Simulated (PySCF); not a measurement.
**A run with a changed setting**

The sound run of [PbCl2]2+ (singlet) uses PySCF 2.14.0, RKS PBE0, Pb def2-SVP with ECP60, Cl def2-SVP; non-relativistic Hamiltonian with scalar-relativistic core potentials where named; density fitting; no spin-orbit coupling, grid (50, 194), threshold 1e-8 and 55 cycles at the relaxed geometry. This run, with dm0 from free metal ions and neutral atoms, differs:

```python
mol = gto.M(atom='''
Pb     0.00000    -0.00000     0.40001
Cl     2.32592    -0.00000     0.40066
Cl    -2.32592     0.00000     0.40066''',
    basis={'Pb': 'def2-SVP', 'Cl': 'def2-SVP'},
    ecp={'Pb': 'def2-SVP'},
    charge=2, spin=12)
mf = dft.UKS(mol, xc='PBE0')
mf.grids.atom_grid = (50, 194)
mf = mf.density_fit()  # fitting sets: Pb def2-universal-JKFIT, Cl def2-universal-JKFIT
mf.conv_tol = 1e-08; mf.max_cycle = 92
mf.kernel(dm0)
mf.nuc_grad_method().kernel()
```

Q: What was changed, and how did it end?

A: The spin was changed. It converged in 9 cycles, 57.416 eV from the sound run, largest force component 9.50 eV/Å. The cycle limit differs too. These settings are unsound on purpose: the numbers aren't the compound's.
```
init E= -1115.33687461013
cycle= 1 E= -1109.15757009956  delta_E= 6.18  |g|= 0.903  |ddm|= 10.9
cycle= 2 E= -1105.06812341004  delta_E= 4.09  |g|= 2.73  |ddm|= 10.2
cycle= 3 E= -1109.69808266588  delta_E= -4.63  |g|= 0.205  |ddm|= 5.16
cycle= 4 E= -1109.71499343632  delta_E= -0.0169  |g|= 0.0385  |ddm|= 0.49
cycle= 5 E= -1109.7160874745  delta_E= -0.00109  |g|= 0.00694  |ddm|= 0.267
...
cycle= 7 E= -1109.71612823113  delta_E= -4.11e-06  |g|= 0.000587  |ddm|= 0.0129
cycle= 8 E= -1109.71612860733  delta_E= -3.76e-07  |g|= 5.61e-05  |ddm|= 0.00351
cycle= 9 E= -1109.71612861331  delta_E= -5.98e-09  |g|= 8.74e-06  |ddm|= 0.000515
Extra cycle  E= -1109.71612861342  delta_E= -1.03e-10  |g|= 2.86e-06  |ddm|= 8.54e-05
converged SCF energy = -1109.71612861342  <S^2> = 42.003459  2S+1 = 13.000532
```

Run from Python with OMP_NUM_THREADS=2; the lines above give its settings.
It took 1.3 s on 2 threads of Arm Neoverse V2, with other jobs on the host.
